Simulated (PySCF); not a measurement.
Record of a relaxation.

C5H8Si.
Bonds: C1–C2 (triple), C2–Si3, Si3–C4, C4–C5, C5–C6, Si3–C6. Hydrogens: H7 on C1; H8 on Si3; H9, H10 on C4; H11, H12 on C5; H13, H14 on C6.

Computed by this run: PBE0-D3(BJ)/def2-SVP geometry optimisation, gas phase (PySCF); density fitting, grid level 1; the optimiser is geomeTRIC in internal coordinates, started from a GFN2-xTB structure with every atom displaced at random (about 0.01 Å). The frame can shift and turn from step to step; on so coarse a grid that alone can change the energy by a few meV, and forces under 0.02 eV/Å are noise.

Step 0: E = -13174.9580 eV, largest atomic force 1.783 eV/Å
```
atom  x, y, z in Å  |  force x, y, z in eV/Å
C1      3.178    0.592    0.867   -1.498  -0.280  -0.925
C2      2.166    0.343    0.227    0.082  -0.109  -0.096
Si3     0.624   -0.067   -0.736    0.222   0.020   1.191
C4     -0.855    1.026   -0.368   -1.082   0.468   0.224
C5     -1.690   -0.214    0.104    1.182   0.814   0.876
C6     -0.576   -1.270    0.120   -0.024  -0.729  -0.121
H7      4.031    0.851    1.415    1.034   0.239   0.660
H8      1.003   -0.309   -2.136    0.056  -0.071  -0.380
H9     -0.746    1.761    0.447    0.275  -0.030  -0.136
H10    -1.351    1.540   -1.193    0.049   0.339  -0.325
H11    -2.156   -0.067    1.100    0.073  -0.005  -0.300
H12    -2.468   -0.464   -0.587   -0.775  -0.198  -0.720
H13    -0.864   -2.173   -0.423    0.139  -0.373  -0.068
H14    -0.304   -1.564    1.139    0.269  -0.084   0.120
```

Step 1: E = -13175.0743 eV, largest atomic force 0.932 eV/Å
```
atom  x, y, z in Å  |  force x, y, z in eV/Å
C1      3.173    0.856    0.504    0.767  -0.049   0.526
C2      2.183    0.352    0.017   -0.697  -0.046  -0.243
Si3     0.561   -0.144   -0.701    0.090   0.108  -0.101
C4     -0.899    0.999   -0.308   -0.045  -0.106  -0.025
C5     -1.658   -0.246    0.238   -0.152  -0.053  -0.245
C6     -0.558   -1.349    0.237    0.045   0.036   0.093
H7      4.075    1.192    0.998   -0.191   0.074  -0.201
H8      0.822   -0.447   -2.139   -0.078  -0.045  -0.037
H9     -0.671    1.737    0.471    0.069   0.069   0.097
H10    -1.406    1.527   -1.129    0.040   0.004  -0.034
H11    -2.099   -0.080    1.232   -0.045  -0.006   0.024
H12    -2.486   -0.521   -0.443    0.128   0.032   0.156
H13    -0.846   -2.287   -0.257    0.035  -0.032  -0.027
H14    -0.199   -1.599    1.246    0.032   0.014   0.019
```

Step 2: E = -13175.0942 eV, largest atomic force 0.311 eV/Å
```
atom  x, y, z in Å  |  force x, y, z in eV/Å
C1      3.179    0.828    0.521   -0.041  -0.304   0.051
C2      2.171    0.354    0.023    0.012   0.252   0.037
Si3     0.555   -0.127   -0.708    0.072  -0.005  -0.057
C4     -0.911    1.003   -0.311   -0.049  -0.001   0.014
C5     -1.662   -0.250    0.233    0.007  -0.001  -0.034
C6     -0.545   -1.337    0.243    0.003  -0.025   0.036
H7      4.084    1.170    0.991   -0.007   0.084  -0.052
H8      0.803   -0.442   -2.147   -0.051  -0.006  -0.002
H9     -0.683    1.743    0.472    0.018  -0.026   0.004
H10    -1.414    1.529   -1.135    0.014   0.010  -0.006
H11    -2.111   -0.087    1.225   -0.021   0.000  -0.005
H12    -2.482   -0.538   -0.443    0.019   0.006   0.010
H13    -0.815   -2.284   -0.247    0.013  -0.013   0.008
H14    -0.178   -1.574    1.253    0.009   0.031  -0.004
```

Step 3: E = -13175.1045 eV, largest atomic force 0.243 eV/Å
```
atom  x, y, z in Å  |  force x, y, z in eV/Å
C1      3.186    0.791    0.535   -0.140  -0.185  -0.073
C2      2.160    0.367    0.030    0.105   0.211   0.019
Si3     0.549   -0.105   -0.714    0.041  -0.081   0.028
C4     -0.928    1.007   -0.314   -0.022   0.034  -0.013
C5     -1.665   -0.256    0.225    0.071   0.022   0.095
C6     -0.529   -1.323    0.252   -0.034  -0.043  -0.044
H7      4.100    1.136    0.980    0.052   0.039   0.030
H8      0.782   -0.429   -2.154   -0.012   0.016   0.007
H9     -0.704    1.746    0.472   -0.005  -0.039  -0.015
H10    -1.430    1.531   -1.141   -0.008   0.011   0.018
H11    -2.126   -0.095    1.213   -0.013  -0.004  -0.015
H12    -2.475   -0.560   -0.452   -0.030  -0.015  -0.069
H13    -0.777   -2.282   -0.228   -0.005  -0.003   0.033
H14    -0.154   -1.538    1.264    0.001   0.036  -0.002
```

Step 4: E = -13175.1091 eV, largest atomic force 0.140 eV/Å
```
atom  x, y, z in Å  |  force x, y, z in eV/Å
C1      3.196    0.767    0.538   -0.084  -0.060  -0.078
C2      2.157    0.385    0.029    0.075   0.118  -0.013
Si3     0.547   -0.090   -0.714    0.006  -0.074   0.072
C4     -0.941    1.009   -0.315    0.005   0.017  -0.029
C5     -1.668   -0.262    0.219    0.041   0.020   0.090
C6     -0.519   -1.314    0.261   -0.034  -0.026  -0.073
H7      4.120    1.104    0.972    0.030  -0.005   0.041
H8      0.770   -0.415   -2.155    0.007   0.014   0.003
H9     -0.724    1.745    0.474   -0.005  -0.022  -0.004
H10    -1.444    1.532   -1.142   -0.014   0.014   0.023
H11    -2.142   -0.103    1.200   -0.016  -0.009  -0.014
H12    -2.467   -0.578   -0.467   -0.010  -0.011  -0.059
H13    -0.753   -2.282   -0.206   -0.006  -0.006   0.037
H14    -0.143   -1.507    1.276    0.004   0.029   0.004
```

Step 5: E = -13175.1133 eV, largest atomic force 0.087 eV/Å
```
atom  x, y, z in Å  |  force x, y, z in eV/Å
C1      3.212    0.743    0.530    0.014   0.068  -0.039
C2      2.156    0.415    0.021    0.008  -0.013  -0.041
Si3     0.544   -0.074   -0.711   -0.030  -0.024   0.077
C4     -0.957    1.011   -0.314    0.024  -0.012  -0.034
C5     -1.672   -0.270    0.209   -0.005   0.012   0.045
C6     -0.508   -1.303    0.273   -0.019  -0.002  -0.070
H7      4.147    1.056    0.960   -0.002  -0.038   0.031
H8      0.759   -0.397   -2.153    0.013   0.002  -0.003
H9     -0.750    1.741    0.483    0.002  -0.005   0.010
H10    -1.462    1.535   -1.137   -0.013   0.018   0.020
H11    -2.171   -0.118    1.180   -0.020  -0.012  -0.009
H12    -2.451   -0.600   -0.495    0.021   0.000  -0.026
H13    -0.724   -2.284   -0.173   -0.001  -0.012   0.033
H14    -0.133   -1.465    1.295    0.009   0.019   0.008
```

Step 6: E = -13175.1159 eV, largest atomic force 0.123 eV/Å
```
atom  x, y, z in Å  |  force x, y, z in eV/Å
C1      3.225    0.731    0.515    0.054   0.111  -0.002
C2      2.157    0.439    0.008   -0.022  -0.091  -0.036
Si3     0.541   -0.062   -0.706   -0.032   0.027   0.046
C4     -0.967    1.012   -0.309    0.016  -0.025  -0.031
C5     -1.677   -0.277    0.200   -0.021   0.004   0.008
C6     -0.501   -1.294    0.285   -0.006   0.006  -0.043
H7      4.168    1.017    0.948   -0.018  -0.039   0.010
H8      0.752   -0.386   -2.149    0.001  -0.007  -0.004
H9     -0.768    1.735    0.497    0.010  -0.001   0.018
H10    -1.474    1.542   -1.128   -0.006   0.021   0.015
H11    -2.200   -0.134    1.159   -0.022  -0.011  -0.007
H12    -2.434   -0.616   -0.524    0.033   0.005  -0.004
H13    -0.702   -2.287   -0.141    0.004  -0.014   0.024
H14    -0.128   -1.430    1.312    0.009   0.015   0.006
```

Step 7: E = -13175.1183 eV, largest atomic force 0.132 eV/Å
```
atom  x, y, z in Å  |  force x, y, z in eV/Å
C1      3.238    0.726    0.492    0.048   0.100   0.027
C2      2.161    0.457   -0.008   -0.024  -0.129  -0.012
Si3     0.538   -0.054   -0.699   -0.006   0.068   0.002
C4     -0.974    1.014   -0.299   -0.010  -0.023  -0.026
C5     -1.682   -0.284    0.189   -0.015  -0.001  -0.013
C6     -0.496   -1.286    0.299    0.002   0.003  -0.009
H7      4.186    0.984    0.931   -0.018  -0.019  -0.013
H8      0.743   -0.379   -2.143   -0.019  -0.013  -0.003
H9     -0.781    1.724    0.519    0.019  -0.008   0.021
H10    -1.482    1.555   -1.110    0.002   0.021   0.010
H11    -2.236   -0.154    1.133   -0.022  -0.006  -0.006
H12    -2.413   -0.630   -0.561    0.030   0.005   0.007
H13    -0.682   -2.292   -0.105    0.007  -0.012   0.014
H14    -0.128   -1.393    1.331    0.005   0.015   0.003
```

Step 8: E = -13175.1218 eV, largest atomic force 0.137 eV/Å
```
atom  x, y, z in Å  |  force x, y, z in eV/Å
C1      3.254    0.725    0.457    0.009   0.056   0.046
C2      2.167    0.470   -0.030   -0.007  -0.135   0.021
Si3     0.533   -0.046   -0.690    0.038   0.093  -0.044
C4     -0.979    1.016   -0.281   -0.046  -0.009  -0.023
C5     -1.690   -0.294    0.170    0.008  -0.003  -0.019
C6     -0.492   -1.276    0.318    0.005  -0.008   0.026
H7      4.208    0.954    0.899   -0.005   0.014  -0.035
H8      0.723   -0.377   -2.134   -0.044  -0.016  -0.001
H9     -0.791    1.703    0.558    0.026  -0.021   0.021
H10    -1.485    1.581   -1.077    0.011   0.018   0.006
H11    -2.289   -0.183    1.089   -0.019   0.000  -0.006
H12    -2.377   -0.644   -0.616    0.017   0.001   0.008
H13    -0.657   -2.297   -0.053    0.008  -0.007   0.002
H14    -0.134   -1.342    1.357   -0.001   0.017  -0.001
```

Step 9: E = -13175.1274 eV, largest atomic force 0.153 eV/Å
```
atom  x, y, z in Å  |  force x, y, z in eV/Å
C1      3.276    0.727    0.403   -0.051  -0.017   0.053
C2      2.179    0.473   -0.061    0.024  -0.104   0.056
Si3     0.526   -0.040   -0.675    0.091   0.094  -0.079
C4     -0.983    1.017   -0.249   -0.082   0.016  -0.021
C5     -1.700   -0.307    0.140    0.040  -0.002  -0.007
C6     -0.491   -1.263    0.348    0.002  -0.021   0.055
H7      4.238    0.935    0.837    0.015   0.052  -0.051
H8      0.684   -0.380   -2.121   -0.065  -0.014   0.004
H9     -0.795    1.659    0.627    0.028  -0.035   0.015
H10    -1.481    1.626   -1.017    0.018   0.009   0.000
H11    -2.368   -0.226    1.013   -0.010   0.008  -0.004
H12    -2.316   -0.659   -0.703   -0.007  -0.007  -0.001
H13    -0.628   -2.305    0.028    0.006   0.002  -0.014
H14    -0.151   -1.268    1.396   -0.009   0.018  -0.006
```

Step 10: E = -13175.1330 eV, largest atomic force 0.133 eV/Å
```
atom  x, y, z in Å  |  force x, y, z in eV/Å
C1      3.288    0.736    0.366   -0.080  -0.069   0.037
C2      2.189    0.455   -0.077    0.043  -0.034   0.058
Si3     0.522   -0.045   -0.664    0.099   0.057  -0.070
C4     -0.977    1.017   -0.223   -0.076   0.030  -0.011
C5     -1.705   -0.314    0.118    0.040  -0.001   0.005
C6     -0.496   -1.258    0.367    0.000  -0.026   0.057
H7      4.255    0.957    0.782    0.024   0.062  -0.045
H8      0.647   -0.392   -2.111   -0.056  -0.007   0.006
H9     -0.783    1.618    0.681    0.018  -0.032   0.004
H10    -1.465    1.663   -0.966    0.017   0.000  -0.003
H11    -2.418   -0.250    0.956    0.000   0.011  -0.001
H12    -2.273   -0.660   -0.760   -0.020  -0.011  -0.010
H13    -0.621   -2.311    0.078    0.003   0.009  -0.021
H14    -0.172   -1.226    1.420   -0.011   0.012  -0.007
```

Step 11: E = -13175.1373 eV, largest atomic force 0.085 eV/Å
```
atom  x, y, z in Å  |  force x, y, z in eV/Å
C1      3.289    0.747    0.354   -0.046  -0.071   0.005
C2      2.196    0.421   -0.073    0.027   0.042   0.017
Si3     0.524   -0.059   -0.658    0.039  -0.009  -0.020
C4     -0.965    1.016   -0.209   -0.023   0.019   0.005
C5     -1.706   -0.312    0.111    0.012  -0.001   0.003
C6     -0.506   -1.264    0.371   -0.001  -0.012   0.028
H7      4.256    1.015    0.741    0.016   0.035  -0.015
H8      0.622   -0.408   -2.107   -0.014   0.001   0.002
H9     -0.760    1.591    0.709    0.001  -0.011  -0.006
H10    -1.441    1.683   -0.940    0.005  -0.002   0.001
H11    -2.433   -0.249    0.937    0.004   0.006   0.001
H12    -2.263   -0.650   -0.778   -0.014  -0.007  -0.009
H13    -0.634   -2.317    0.085   -0.001   0.008  -0.010
H14    -0.189   -1.226    1.426   -0.005   0.001  -0.003
```

Step 12: E = -13175.1378 eV, largest atomic force 0.026 eV/Å
```
atom  x, y, z in Å  |  force x, y, z in eV/Å
C1      3.290    0.745    0.355   -0.010  -0.024  -0.004
C2      2.196    0.418   -0.070    0.007   0.022  -0.001
Si3     0.525   -0.060   -0.658    0.005  -0.012   0.005
C4     -0.964    1.015   -0.208   -0.001   0.004  -0.002
C5     -1.706   -0.312    0.111    0.002   0.002   0.003
C6     -0.507   -1.265    0.372   -0.001   0.000   0.007
H7      4.258    1.026    0.729    0.004   0.010  -0.003
H8      0.618   -0.409   -2.107   -0.001   0.000   0.001
H9     -0.757    1.589    0.710   -0.002  -0.003  -0.002
H10    -1.438    1.684   -0.940    0.000   0.001   0.001
H11    -2.432   -0.247    0.939    0.002   0.002   0.002
H12    -2.265   -0.650   -0.777   -0.003  -0.002  -0.004
H13    -0.636   -2.317    0.083   -0.001   0.002  -0.004
H14    -0.191   -1.228    1.427   -0.003  -0.001   0.000
```

Step 13: E = -13175.1379 eV, largest atomic force under 0.02 eV/Å
```
atom  x, y, z in Å  |  force x, y, z in eV/Å
C1      3.292    0.744    0.351    0.004  -0.001  -0.005
C2      2.197    0.419   -0.071   -0.002   0.005  -0.003
Si3     0.525   -0.061   -0.656   -0.003  -0.004   0.010
C4     -0.964    1.015   -0.207    0.003  -0.002  -0.005
C5     -1.706   -0.312    0.112   -0.003   0.002   0.000
C6     -0.508   -1.265    0.374    0.001   0.002   0.001
H7      4.261    1.029    0.721   -0.001   0.000   0.000
H8      0.616   -0.410   -2.105    0.002  -0.002   0.000
H9     -0.758    1.589    0.711   -0.001   0.000   0.001
H10    -1.437    1.684   -0.939   -0.001   0.001   0.001
H11    -2.432   -0.247    0.939    0.002   0.000   0.001
H12    -2.265   -0.650   -0.776    0.000  -0.001   0.001
H13    -0.637   -2.317    0.084    0.000   0.000  -0.002
H14    -0.192   -1.228    1.429   -0.001  -0.002   0.001
```

**Question.** Summarise the path.

**Answer.** The energy falls by 17.36 kJ/mol from step 0 to step 13; nine tenths of that is first reached at step 8. It falls at every step. The largest force goes from 1.783 to under 0.02 eV/Å. Among the bonds C5–H12 changes most, from 1.070 to 1.102 Å; the atoms move by 0.307 Å rms after alignment.

**Question.** Follow the three bonds and two angles with the largest change from start to end.

**Answer.** 
```csv
step,E above end (kJ/mol),largest force (eV/Å),C5–H12 (Å),C2–Si3 (Å),C1–H7 (Å),Si3–C4–H9 (°),C5–C4–H10 (°)
0,17.36,1.783,1.070,1.864,1.047,117.1,111.0
1,6.14,0.932,1.107,1.842,1.082,113.1,114.9
2,4.22,0.311,1.102,1.838,1.076,113.0,115.1
3,3.23,0.243,1.099,1.836,1.074,112.8,115.5
4,2.78,0.140,1.100,1.836,1.075,112.6,115.6
5,2.37,0.087,1.101,1.836,1.076,112.5,115.6
6,2.13,0.123,1.102,1.837,1.076,112.5,115.6
7,1.89,0.132,1.102,1.837,1.076,112.4,115.6
8,1.56,0.137,1.102,1.837,1.076,112.2,115.6
9,1.02,0.153,1.102,1.837,1.076,111.6,115.9
10,0.48,0.133,1.102,1.836,1.075,111.0,116.3
11,0.06,0.085,1.102,1.835,1.075,110.4,116.7
12,0.01,0.026,1.102,1.835,1.076,110.3,116.8
13,0.00,under 0.02,1.102,1.835,1.076,110.3,116.8
```

What follows is the cost of the whole optimisation. On Arm Neoverse V2, one thread (shared host), this took 80 s and 0.50 GiB of memory at its peak.
